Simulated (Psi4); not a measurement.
Psi4 input (wB97X-D/6-311+G**):

```
memory 1500 MB

molecule {
0 1
Si    0.12238200   -0.03851100   -0.02483500
O     1.53146100   -0.48192200   -0.31077600
F    -0.69871600   -0.24613600    1.29774600
F    -0.85295400    0.73441800   -0.98286900
symmetry c1
no_reorient
no_com
}

set {
  basis 6-311+G**
  reference rks
  scf_type pk
  dft_radial_points 99
  dft_spherical_points 590
  e_convergence 1e-8
  d_convergence 1e-7
  maxiter 150
}

e = energy('wb97x-d')
print_out(f'\nFINAL {e:.10f} DIPOLE {variable("CURRENT DIPOLE")[0]:.6f} {variable("CURRENT DIPOLE")[1]:.6f} {variable("CURRENT DIPOLE")[2]:.6f}\n')
```

From the output:

```
      75A      3.850465    76A      3.861109    77A      3.972071
      78A      4.098020    79A      4.315782    80A      5.073414
      81A      5.116815    82A      5.220630    83A      5.779730
      84A      6.311087    85A      6.333419    86A      6.357065
      87A      6.363329    88A      6.380796    89A      6.447740
      90A     11.294891    91A     11.539461    92A     11.726526
      93A     49.971130    94A     66.872892    95A     66.875746
      96A    141.220268

    Final Occupation by Irrep:
              A
    DOCC [    20 ]
    NA   [    20 ]
    NB   [    20 ]

  @RKS Final Energy:  -564.51202288834850

   => Energetics <=

    Nuclear Repulsion Energy =            169.1446740258022317
    One-Electron Energy =               -1119.6065526792053788
    Two-Electron Energy =                 422.1799143181480645
    DFT Exchange-Correlation Energy =     -36.2296392746020075
    Empirical Dispersion Energy =          -0.0004192784914806
    VV10 Nonlocal Energy =                  0.0000000000000000
    Total Energy =                       -564.5120228883484970

Computation Completed

Properties will be evaluated at   0.000000,   0.000000,   0.000000 [a0]

Properties computed using the SCF density matrix

 Multipole Moments:

 ------------------------------------------------------------------------------------
     Multipole            Electronic (a.u.)      Nuclear  (a.u.)        Total (a.u.)
 ------------------------------------------------------------------------------------

 L = 1.  Multiply by 2.5417464519 to convert [e a0] to [Debye]
 Dipole X            :         -0.8376987            0.0000113           -0.8376873
 Dipole Y            :          0.2635900            0.0000151            0.2636051
 Dipole Z            :          0.1699983           -0.0000094            0.1699888
 Magnitude           :                                                    0.8944853

 ------------------------------------------------------------------------------------

FINAL -564.5120228883 DIPOLE -0.837687 0.263605 0.169989

*** Psi4 exiting successfully. Buy a developer a beer!
```

The geometry given is a B3LYP-D3(BJ)/def2-TZVP minimum.
